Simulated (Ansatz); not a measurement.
# Strength of the O–B bond: CH5BO2 → CH3O + BH(OH)

Species: CH5BO2 `COBO`, singlet; CH3O `C[O]`, doublet; BH(OH), doublet. 

Shapes, held fixed at every level: PBE0-D4/def2-TZVP. Flexible molecules stand in one conformer, not always the lowest. Programs: Ansatz 0.2.0. The zero-point and thermal change to 298 K, harmonic and unscaled (PBE0-D4/def2-TZVP), is -22.7 kJ/mol.

| level | kind | ΔH(298 K) (kJ/mol) | less CCSD(T)/CBS estimate | CPU time (sum over the molecules) |
| --- | --- | --- | --- | --- |
| PBE-D4/def2-TZVPP | GGA | +547.9 | -30.9 | 11 s |
| r2SCAN-D4/def2-TZVPP | meta-GGA | +537.4 | -41.4 | 24 s |
| B3LYP-D4/def2-TZVPP | global hybrid | +546.7 | -32.1 | 15 s |
| wB97M-V/def2-TZVPP | range-separated hybrid | +571.6 | -7.2 | 43 s |
| CCSD(T)/def2-TZVPP | coupled cluster or CI | +566.5 | -12.3 | 2 min |
| CCSD/def2-TZVPP | coupled cluster or CI | +556.9 | -21.9 | – |
| CCSD(T)/CBS estimate | coupled cluster or CI | +578.8 | 0.0 | 5.1 min |

The highest level, CCSD(T)/CBS estimate, gives ΔH(298 K) = +578.8 kJ/mol; the levels span +537.4 to +578.8. The column of differences is taken from that level and isn't an error. No measured value is set beside it here. Open shells run unrestricted unless RO is named. The CBS estimate extrapolates MP2 from def2-TZVPP and def2-QZVPP and adds CCSD(T) − MP2 in the triple-zeta set, cores frozen. Times are processor times on shared x86 and Arm servers, and rough.
